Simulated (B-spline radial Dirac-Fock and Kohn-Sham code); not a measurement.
Dipole and non-dipole photoemission parameters of W⁴⁺ 4d3/2

System: W⁴⁺, configuration [Xe] 4f14 5d2; threshold 306.3 eV (orbital energy of the model). The computed values come from an atomic code on a B-spline grid: Dirac-Hartree-Slater photoionisation with a Latter tail; cross sections with all multipoles, angular parameters from the dipole term and its interference with E2.

For linearly polarised light dσ/dΩ = σ/(4π) [1 + β P₂(cos θ) + (δ + γ cos²θ) sin θ cos φ], with θ from the polarisation vector and φ the angle between the beam and the projection of the electron momentum on the plane normal to the polarisation.

```csv
hν (eV),σ (kb),β,γ,δ
400,173,-0.912,-0.254,0.163
709,236,0.525,0.170,0.045
1486.9,91.0,1.216,-0.046,0.008
1650,75.0,1.261,-0.045,0.012
1880,57.8,1.307,-0.025,0.018
1890,57.2,1.308,-0.024,0.018
3390,14.7,1.381,0.310,0.050
3490,13.7,1.380,0.335,0.052
4270,8.02,1.364,0.529,0.066
4850,5.64,1.345,0.665,0.076
5414.7,4.12,1.325,0.789,0.087
6000,3.06,1.302,0.909,0.097
6560,?,?,?,?
6780,2.13,1.271,1.055,0.111
8200,1.19,1.216,1.287,0.137
12000,0.348,1.083,1.762,0.206
14000,0.207,1.024,1.950,0.243
15000,0.164,0.996,2.031,0.261
```

**Question.** Give the values at 6560 eV.

**Answer.** σ = 2.35 kb, β = 1.280, γ = 1.015, δ = 0.107.
